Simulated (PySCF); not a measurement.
A structure optimised at PBE-D3(BJ)/def2-SVP, used in a PySCF frequency run:

```xyz
12

Si    -0.5298    -0.4840     0.0000
C      0.4958    -2.0514     0.0000
O      0.5480     0.8106     0.0000
C      0.1218     2.1564     0.0000
H     -1.4194    -0.4164     1.2203
H     -1.4194    -0.4164    -1.2203
H     -0.1627    -2.9439     0.0000
H      1.1431    -2.0970     0.8984
H      1.1431    -2.0970    -0.8984
H     -0.4864     2.4092     0.9008
H      1.0160     2.8139     0.0000
H     -0.4864     2.4092    -0.9008
```
Charge 0, spin multiplicity 1.

Write its SMILES, formula and point group.

CO[SiH2]C, C2H8OSi, Cs

What are its rotational constants (standard atomic weights)?

16.696, 3.0183, 2.7292 GHz
